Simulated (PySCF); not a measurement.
sulfur hexafluoride (F6S), SMILES FS(F)(F)(F)(F)F. Atoms are numbered in the order given.

```xyz
7

F      0.0000    -1.6090     0.0000
S      0.0000     0.0000     0.0000
F      1.6090     0.0000     0.0000
F      0.0000     0.0000     1.6090
F     -1.6090     0.0000     0.0000
F      0.0000     0.0000    -1.6090
F      0.0000     1.6090     0.0000
```
Charge 0, spin multiplicity 1.

Coordinates come from a PBE-D3(BJ)/def2-SVP optimisation.

The numbers are results of ωB97X/def2-TZVP (PySCF), not measurements.

Symmetry labels are those of the subgroup D2h that the program uses (full group Oh).

Computed valence orbital energies around the gap with their symmetry:
```json
[
 {"orbital": "HOMO−7", "symmetry": "B2u", "energy (eV)": "-16.16"},
 {"orbital": "HOMO−6", "symmetry": "B3u", "energy (eV)": "-16.16"},
 {"orbital": "HOMO−5", "symmetry": "B1u", "energy (eV)": "-16.10"},
 {"orbital": "HOMO−4", "symmetry": "B2u", "energy (eV)": "-16.10"},
 {"orbital": "HOMO−3", "symmetry": "B3u", "energy (eV)": "-16.10"},
 {"orbital": "HOMO−2", "symmetry": "B1g", "energy (eV)": "-15.02"},
 {"orbital": "HOMO−1", "symmetry": "B2g", "energy (eV)": "-15.02"},
 {"orbital": "HOMO", "symmetry": "B3g", "energy (eV)": "-15.02"},
 {"orbital": "LUMO", "symmetry": "Ag", "energy (eV)": "-0.15"},
 {"orbital": "LUMO+1", "symmetry": "B1u", "energy (eV)": "4.80"},
 {"orbital": "LUMO+2", "symmetry": "B2u", "energy (eV)": "4.80"},
 {"orbital": "LUMO+3", "symmetry": "B3u", "energy (eV)": "4.80"}
]
```
